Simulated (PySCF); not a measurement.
C3HBrClF, SMILES FC=C=C(Cl)Br. Geometry: B3LYP-D3(BJ)/def2-SVP. The structure was generated by enumeration, and PubChem lists no compound with its InChIKey, so it may never have been made.

Computed with B3LYP-D3(BJ)/def2-SVP (PySCF).

Harmonic wavenumbers (cm⁻¹): 85, 123, 221, 266, 377, 442, 494, 655, 811, 861, 1073, 1255, 1442, 2072, 3172. Rotational constants (GHz): 2.182, 1.026, 0.7189; symmetry number 1.

Question: Work out the zero-point energy and the ideal-gas rigid-rotor harmonic-oscillator thermochemistry at 298.15 K and 1 atm.

Answer: ZPE = ½ Σ hcν = ½ × 13349 cm⁻¹ = 79.85 kJ/mol. H − E(el) = 99.21 kJ/mol. Entropy in J/(mol K): translation 172.90, rotation 124.18, vibration 57.66, total 354.75. G − E(el) = -6.56 kJ/mol. Cp = 92.99 J/(mol K). Modes under 150 cm⁻¹ make the vibrational entropy uncertain.
